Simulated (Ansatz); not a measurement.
The lowest doublet and quartet of NO (SMILES [N]=O); geometries from B3LYP-D3(BJ)/def2-TZVP, each state relaxed from the structure named, with no frequency check.
Doublet at the quartet's geometry (charge 0, multiplicity 2):
```xyz
2

N      0.0000     0.0000    -0.7573
O      0.0000     0.0000     0.6627
```

A positive gap puts the quartet lower; no zero-point energy. U- takes an unrestricted doublet. The quartet is unrestricted in single-reference levels. Active spaces average the two states.

Frozen-core correlation.

The values were computed with Ansatz (an electronic-structure program). Each number belongs to the level named beside it.

**Question.** Give the gap E(doublet) − E(quartet), vertical, at the quartet's geometry at the level SC-NEVPT2 on SA-CASSCF(11,8)/cc-pVQZ.

**Answer.** -66.1 kcal/mol

**Question.** What is the computed gap E(doublet) − E(quartet), vertical, at the quartet's geometry (FIC-MRCISD+Q on SA-CASSCF(11,8)/cc-pVQZ)?

**Answer.** -66.5 kcal/mol

**Question.** What is the computed gap E(doublet) − E(quartet), vertical, at the quartet's geometry (U-wB97M-V/def2-TZVPP)?

**Answer.** -54.5 kcal/mol
